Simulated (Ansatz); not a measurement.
Geometry optimisation, RKS PBE/STO-3G (Ansatz).

input.yaml

```yaml
crystal:
  periodic: [false, false, false]
  atoms:
    - { symbol: F, position_ang: [-1.6188, -1.3642, -0.0372] }
    - { symbol: C, position_ang: [-0.7959, -0.7994, -0.9831] }
    - { symbol: F, position_ang: [0.1773, -1.7122, -1.2491] }
    - { symbol: Cl, position_ang: [-1.6015, -0.4536, -2.4943] }
    - { symbol: B, position_ang: [-0.1523, 0.54, -0.4373] }
    - { symbol: Si, position_ang: [0.8807, 0.5474, 1.2226] }
    - { symbol: H, position_ang: [-0.2751, 1.5721, -0.9895] }
    - { symbol: H, position_ang: [0.2851, 1.4376, 2.2017] }
    - { symbol: H, position_ang: [0.9351, -0.8203, 1.8008] }
    - { symbol: H, position_ang: [2.2485, 1.0015, 0.9683] }
basis:
  gaussian: { orbitals: STO-3G }
hamiltonian:
  xc: pbe
relax:
  f_tol: 0.015
  max_steps: 40
output:
  orbitals: {}
```

Launched with:

```bash
$ ansatz run input.yaml --threads 1 --pin off --max-ram 2048MiB --backend cpu --events-out ev --progress --plain --runs-dir out
```

Problem. Where does it end, and by what steps?

Solution. The run converged. Limits of this set-up: minimal basis. After 19 steps the energy has fallen by 1.673 eV; F3 moved furthest, 0.76 Å. Joined: F3–B5.

```tsv
step	energy less start (eV)	largest force component (eV/Å)	accepted
0	0.0000	4.519	yes
1	-0.5777	1.643	yes
2	-0.6750	0.640	yes
3	-0.6888	0.206	yes
4	-0.6928	0.124	yes
5	-0.6970	0.140	yes
6	-0.7040	0.250	yes
7	-0.7187	0.502	yes
8	-0.7425	0.631	yes
9	-0.8244	0.952	yes
10	-1.0364	1.380	yes
11	-1.3858	1.608	yes
12	-1.3217	3.348	no
13	-1.5982	0.669	yes
14	-1.6386	0.702	yes
15	-1.6605	0.265	yes
16	-1.6718	0.074	yes
17	-1.6729	0.057	yes
18	-1.6731	0.017	yes
19	-1.6731	0.005	yes
```

```xyz
10
Properties=species:S:1:pos:R:3
F -1.504 -1.679 -0.062
C -1.090 -0.655 -0.848
F 0.381 -0.989 -1.341
Cl -2.161 -0.572 -2.385
B 0.088 0.375 -0.545
Si 0.893 0.507 1.254
H 0.168 1.289 -1.285
H 0.188 1.516 2.032
H 0.826 -0.744 1.998
H 2.293 0.900 1.186
```

Run time: 70 s on 1 CPU thread of a shared host.
